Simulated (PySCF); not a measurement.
## Se: ionisation energy

Se [Ar] 3d10 4s2 4p4 (3P) → Se+ [Ar] 3d10 4s2 4p3 (4S), as a difference of total energies. All numbers are calculated (PySCF 2.14, a scalar-relativistic core potential, in aug-cc-pVQZ-PP with ECP10MDF). Correlated levels: valence: 3s2 3p6 3d10 frozen. The calculations carry no spin-orbit coupling.

```
           method  ionisation energy (eV)
              UHF                   8.541
    MP2 (valence)                   9.343
SCS-MP2 (valence)                   9.430
   CCSD (valence)                   9.459
CCSD(T) (valence)                   9.500
```

Errors of the correlated levels include the incompleteness of this basis and the frozen core.

Q: Which method comes closest to the reference value, and which is furthest?

A: The reference is 9.635 eV (measured; NIST levels, between the centres of gravity of the two terms). Closest: CCSD(T) (valence) (error -0.135 eV); furthest: UHF (error -1.094 eV).
